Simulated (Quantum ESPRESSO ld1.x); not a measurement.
Problem. The holmium ion Ho7+, 60 electrons, occupied as [Kr] 4d10 4f9 5s2 5p3. Method: Dirac Kohn-Sham, LDA (Slater exchange, Perdew-Zunger correlation), spin-unpolarised, spherical densities, point nucleus; open shells fill j = l - 1/2 first; computed with ld1.x of Quantum ESPRESSO 7.5.

Spin-orbit splittings of the eigenvalues, e(l+1/2) - e(l-1/2), with zeta = 2 splitting/(2l+1) and mean radii in bohr:

| shell | occ. | splitting (eV) | zeta (eV) | <r> j=l-1/2 | <r> j=l+1/2 |
|---|---|---|---|---|---|
| 2p | 6 | 856.0 | 570.7 | 0.07293 | 0.08009 |
| 3p | 6 | 178.7 | 119.1 | 0.2193 | 0.2328 |
| 3d | 10 | 39.08 | 15.63 | 0.2054 | 0.2096 |
| 4p | 6 | 40.57 | 27.05 | 0.5270 | 0.5577 |
| 4d | 10 | 7.429 | 2.972 | 0.5851 | 0.5957 |
| 4f | 9 | 1.165 | 0.3328 | 0.7120 | 0.7194 |
| 5p | 3 | ? | ? | 1.272 | 1.338 |
| 5d | 0 | 1.036 | 0.4143 | 1.601 | 1.622 |

Estimate the 5p splitting.

Solution. 7.140 eV (zeta = 4.760 eV).
